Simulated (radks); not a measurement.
Species: F0.5+. Configuration: [He] 2s2 2p(up 3, down 1.5) (fractional occupations, a model configuration). Calculated with a radial shooting solver on a logarithmic mesh with Libxc functionals: scalar-relativistic Kohn-Sham, BLYP, spin-polarised, spherical densities, point nucleus.

Unscreened Slater integrals over Kohn-Sham orbitals (hartree). They are taken over the spin-up orbitals.

\begin{tabular}{lr}
integral & value \\ \hline
F0(2p,2p) & 0.91249 \\
F2(2p,2p) & 0.40645 \\
F0(2p,2s) & 0.91898 \\
G1(2p,2s) & 0.55466 \\
F0(2p,1s) & 1.3245 \\
G1(2p,1s) & 0.14632 \\
F0(2s,2s) & 0.93242 \\
F0(2s,1s) & 1.3289 \\
G0(2s,1s) & 0.098158 \\
F0(1s,1s) & 5.3414 \\
\end{tabular}

Derived for the open shells (J is the average intra-shell exchange parameter used in DFT+U). 2p: J = F2/5 = 0.08129 hartree.
